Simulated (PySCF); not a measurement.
**Ar⁴⁺ (argon, charge +4): UHF calculation**

Configuration: [Ne] 3s2 3p2, high-spin 3P determinant. Computed with PySCF 2.14 in an uncontracted even-tempered set (18 s from 0.09 bohr⁻², ratio 2.5; 13 p from 0.12 bohr⁻², ratio 2.5; 5 d from 1.2 bohr⁻², ratio 2.7; 5 f from 1.8 bohr⁻², ratio 2.7), with the non-relativistic Hamiltonian (point nucleus).

```json
{"Total energy": "-521.713885 hartree", "One-electron energy": "-687.0236 hartree", "Hartree (Coulomb) energy": "193.7946 hartree", "Exchange energy": "-28.4849 hartree", "Kinetic energy": "521.71994 hartree", "⟨S²⟩": "2.0066", "⟨L²⟩": "2.019", "Sum of ⟨r⟩": "8.455 bohr", "Sum of ⟨r²⟩": "9.253 bohr²", "Traceless quadrupole moment −½Σ⟨3z² − r²⟩ along its main axis": "0.825 e·bohr²", "Density at the nucleus (Gaussians lack the cusp)": "3790 bohr⁻³", "Spin density at the nucleus": "0.145 bohr⁻³"}
```

```
shell  electrons  mean orbital energy (hartree)  spread (hartree)  rms radius, mean of both spins (bohr)
 1s α          1                     -121.22293                 0                                 0.0998
 1s β          1                     -121.18184                 0                                 0.0998
 2s α          1                      -14.83301                 0                                  0.447
 2s β          1                      -14.79691                 0                                  0.447
 2p α          3                      -12.09324           0.03457                                  0.416
 2p β          3                      -12.02529           0.04026                                  0.416
 3s α          1                       -3.42730                 0                                   1.35
 3s β          1                       -3.11173                 0                                   1.35
 3p α          2                       -2.73741                 0                                   1.44
```

Spin-orbit constants ζ (cm⁻¹) from the X2C one-electron operator on these orbitals (non-relativistic here): bare nucleus, nucleus screened by l(l+1)(2l+1)/3 electrons, and screened by the Breit-Pauli mean field of the electrons.

```tsv
shell	bare	screened nucleus	mean field
2p	13040	11590	10940
3p	1463	1301	1217
```

To first order the Landé constant is A = 608.4 cm⁻¹, so the lowest level has J = 0 and lies 0.151 eV below the centre of the term. This holds in LS coupling only.
